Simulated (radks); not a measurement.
The numbers below are computed, except where a source is named.
Isoelectronic series with 48 electrons, all held in the configuration [Kr] 4d10 5s2, which need not be the ground one along the series. Level of theory: non-relativistic Kohn-Sham, TPSS, spin-polarised, spherical densities, point nucleus; meta-GGA in the generalised Kohn-Sham scheme (a radial shooting solver on a logarithmic mesh with Libxc functionals). Total energies (hartree) and screening constants sigma, defined by e = -(Z - sigma)^2 / (2 n^2) hartree:

ion    E (hartree)      5s      4d      4p      4s
Cd     -5467.28532  44.912  44.140  39.210  37.217
Sn2+   -6024.31066  43.236  42.758  38.861  37.059
Te4+   -6610.64783  42.308  41.919  38.483  36.812
Xe6+   -7226.14880  41.659  41.320  38.146  36.563
Ba8+    -7870.7293  41.164  40.861  37.854  36.333
Ce10+   -8544.3341  40.767  40.492  37.602  36.126
Nd12+   -9246.9247  40.440  40.187  37.382  35.940
Sm14+   -9978.4723  40.162  39.929  37.189  35.773
Gd16+  -10738.9551  39.924  39.707  37.019  35.623
Dy18+  -11528.3559  39.716  39.514  36.867  35.488
Er20+  -12346.6610  39.533  39.345  36.732  35.365
Yb22+  -13193.8594  39.369  39.194  36.609  35.254
Hf24+  -14069.9418  39.223  39.059  36.498  35.152
W26+   -14974.9006  39.091  38.937  36.397  35.059
